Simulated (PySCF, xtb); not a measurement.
C3H12OSi2, SMILES C[SiH](C[SiH2]O)C. One conformer was computed; it need not be the lowest.

Harmonic wavenumbers (cm⁻¹) from GFN2-xTB in xtb at its own minimum, in rising order: 28, 55, 100, 111, 123, 163, 178, 214, 220, 256, 469, 603, 615, 619, 643, 700, 717, 749, 752, 775, 788, 795, 811, 831, 834, 865, 886, 1021, 1139, 1373, 1376, 1457, 1488, 1491, 1493, 1497, 2161, 2213, 2324, 2956, 2976, 3031, 3036, 3040, 3043, 3045, 3051, 3675.

Problem. What does PySCF with B3LYP-D3(BJ)/def2-SVP give at its own minimum? (An estimate is asked for; the answer gives what the named calculation found.)

Solution. 31, 64, 101, 162, 169, 179, 195, 221, 239, 276, 486, 604, 618, 630, 670, 700, 718, 753, 770, 829, 838, 856, 888, 893, 902, 931, 964, 1016, 1070, 1269, 1276, 1383, 1430, 1433, 1439, 1443, 2189, 2195, 2249, 3022, 3024, 3026, 3080, 3113, 3114, 3118, 3119, 3874. Paired by order, the mean absolute difference is 44 cm⁻¹ and the zero-point energies are 86.9 and 88.0 kcal/mol.
